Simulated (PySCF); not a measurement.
Computed shifts of a molecule C3H6F2Si, PBE/pcSseg-1 in PySCF, GIAO, gas phase, atoms alike by connectivity averaged where their shifts nearly agree, in ppm (number of nuclei): ¹⁹F: -242.7 (1), -258.3 (1). ¹³C: 82.4 (2), 14.9 (1). ²⁹Si: -72.2 (1). ¹H: 5.08 (1), 4.75 (1), 4.31 (3), 0.94 (1). References: ¹⁹F against CFCl3 (σ = 133.6 ppm); ¹³C against TMS (σ = 182.0 ppm); ²⁹Si against TMS (σ = 335.4 ppm); ¹H against TMS (σ = 31.49 ppm), references at their B3LYP-D3(BJ)/def2-TZVP geometries, non-relativistic. Geometry optimised at B3LYP-D3(BJ)/def2-SVP. The values are those of a single conformer.

**Question.** Pick the molecule that these values belong to.
(A) F/C=C\C[SiH2]F
(B) F[C@@H]1C([SiH3])[C@H]1F
(C) C/C(=C\F)[SiH2]F
(D) C=CC[SiH](F)F

**Answer.** B, F[C@@H]1C([SiH3])[C@H]1F
